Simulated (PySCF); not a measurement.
ClH₆NOSi₂, SMILES N[SiH2]O[SiH2]Cl.

Geometry: B3LYP-D3(BJ)/def2-SVP. The structure was generated by enumeration, and PubChem lists no compound with its InChIKey, so it may never have been made. Other conformers were not sampled.

The numbers are results of PBE/def2-TZVP in PySCF, not measurements.

The molecule is in vacuum.

The total energy comes out as -1172.38973 hartree. The highest occupied level comes out as -6.41 eV, the lowest empty level is -0.54 eV and the orbital gap is 5.87 eV. The dipole moment is 1.40 D. The quadrupole, principal values (traceless, Buckingham form, about the centre of nuclear charge) is -4.86, 0.37, 4.49 D·Å and the mean static polarisability comes out as 72.8 bohr³ (10.79 Å³). The polarisability, principal values is 65.4, 74.2, 78.9 bohr³.
